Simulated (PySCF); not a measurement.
**Ionising CsBr**

PBE0; Cs def2-SVP with ECP46, Br def2-SVP; scalar-relativistic core potentials (PySCF 2.14). Neutral (UKS): singlet (closed shell), Re = 3.128 Å, ωe = 154 cm⁻¹, De = 3.96 eV, HOMO -5.44 eV, LUMO -1.26 eV.

CsBr⁺ (UKS): doublet (π ↑), Re = 3.809 Å, ωe = 52.6 cm⁻¹, De = 0.21 eV to Cs⁺ + Br. The energies at the minima are -2593.78476 hartree for CsBr and -2593.50345 for CsBr⁺.

Task: Work out the adiabatic ionisation energy, without and with harmonic zero-point energies (1 hartree = 27.2114 eV, 1 eV = 8065.5 cm⁻¹), and the change of the bond length.

Result: At PBE0: 0.28131 hartree = 7.655 eV between the minima; the zero-point term (52.6 − 154.0)/2 cm⁻¹ = -0.006 eV makes it 7.649 eV. Re changes by +68.1 pm against the neutral. Minus the HOMO energy is 5.44 eV, -2.21 eV from the value between the minima; self-interaction puts the Kohn–Sham level too high, less so with exact exchange. The electron leaves a π orbital, and the ion is left as a loose complex of an ion and an atom.

Weak bonds: CsBr⁺. Basis-set superposition, not corrected here, can be much of De in a small basis, most of all at correlated wavefunction levels. These are scalar-relativistic numbers at best; spin–orbit coupling would shift them, the dissociation energy most. For an ion De counts to the pair picked by the measured ionisation energies or electron affinities, which need not be the lowest pair at this level. States were picked by a PBE0 search and need not be the measured ground states.
